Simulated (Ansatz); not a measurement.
Isolated molecules relaxed with PBE0-D4/def2-TZVP in Ansatz; ΔE leaves out vibrations. CCSD(T)/CBS adds triple-zeta CCSD(T) − MP2 to the extrapolated MP2 energy (def2 sets, frozen cores). This one scheme is used for every species. Functionals use def2-TZVPP. One conformer a species, not always the lowest.

`O[SiH](O)O[SiH](O)F` + H₂ → `O[SiH](O)O[SiH2]F` + H₂O  (hydrogenolysis of the Si–O bond)

CCSD(T)/CBS gives +104.1 kJ/mol.

**Question.** Another level gave +101.7 kJ/mol. Which?
A. r2SCAN-D4/def2-TZVPP
B. CCSD/def2-TZVPP
C. ωB97X-V/def2-TZVPP
D. HF/def2-TZVPP

**Answer.** B. CCSD/def2-TZVPP 101.7, ωB97X-V 105.8, HF/def2-TZVPP 96.2, r2SCAN-D4 113.4 kJ/mol.

Largest T1 diagnostic among the species: 0.012.

In def2-TZVPP, CCSD(T) changes the Hartree–Fock value by +8.4 kJ/mol (the triples alone add +2.9 kJ/mol) and MP2 by +12.8 kJ/mol. The D4 term adds +7.3 kJ/mol with B3LYP and +3.9 kJ/mol with PBE0; it sums over pairs of atoms, weighted by their polarisabilities, and B3LYP, whose exchange is more repulsive, gets the larger term.

B3LYP here is the variant with VWN-RPA as its local correlation; programs differ in this.
